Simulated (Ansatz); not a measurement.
The inner images of a band of CH₃ClOSi (7 atoms, charge 0, multiplicity 1) are given out of order.

The calculation used RKS PBE-D4/6-31G (Ansatz 0.2.0).

Initial state:

```xyz
7
Properties=species:S:1:pos:R:3
O -0.709 1.408 -0.206
C 0.143 0.658 0.530
Si 0.188 -1.200 0.514
Cl -0.790 -1.428 -1.535
H -1.072 0.860 -0.970
H 0.578 1.252 1.344
H 1.662 -1.550 0.322
```

Final state:

```xyz
7
Properties=species:S:1:pos:R:3
O -0.150 1.243 -0.392
C 0.441 0.264 0.481
Si -0.142 -1.622 0.545
Cl -1.430 -1.481 -1.315
H -0.648 0.782 -1.118
H 0.386 0.653 1.520
H 1.543 0.160 0.280
```

Put them in order from the first end to the last, with their energies above the first end.
A.
```xyz
7
Properties=species:S:1:pos:R:3
O -0.610 1.368 -0.246
C 0.109 0.595 0.576
Si 0.143 -1.290 0.570
Cl -0.880 -1.388 -1.505
H -0.966 0.796 -1.008
H 0.557 1.180 1.391
H 1.647 -1.262 0.223
```
B.
```xyz
7
Properties=species:S:1:pos:R:3
O -0.268 1.267 -0.299
C 0.374 0.283 0.521
Si -0.177 -1.603 0.610
Cl -1.142 -1.518 -1.449
H -0.741 0.810 -1.045
H 0.536 0.734 1.515
H 1.418 0.027 0.145
```
C.
```xyz
7
Properties=species:S:1:pos:R:3
O -0.441 1.290 -0.260
C 0.096 0.438 0.625
Si 0.117 -1.483 0.571
Cl -0.927 -1.404 -1.526
H -0.893 0.759 -0.997
H 0.593 0.977 1.446
H 1.455 -0.577 0.139
```
D.
```xyz
7
Properties=species:S:1:pos:R:3
O -0.334 1.270 -0.283
C 0.257 0.342 0.573
Si -0.013 -1.569 0.592
Cl -0.982 -1.447 -1.504
H -0.850 0.785 -0.991
H 0.616 0.875 1.465
H 1.307 -0.256 0.148
```
E.
```xyz
7
Properties=species:S:1:pos:R:3
O -0.516 1.330 -0.261
C 0.079 0.519 0.612
Si 0.123 -1.390 0.585
Cl -0.917 -1.383 -1.511
H -0.912 0.766 -1.013
H 0.566 1.080 1.423
H 1.578 -0.923 0.165
```

A (+1.3 kcal/mol), E (+4.3 kcal/mol), C (+6.4 kcal/mol), D (-0.7 kcal/mol), B (-7.5 kcal/mol).

Time of the run: 110 s on 1 thread of Arm Neoverse V1, with other jobs on the host, peak memory 0.098 GiB.
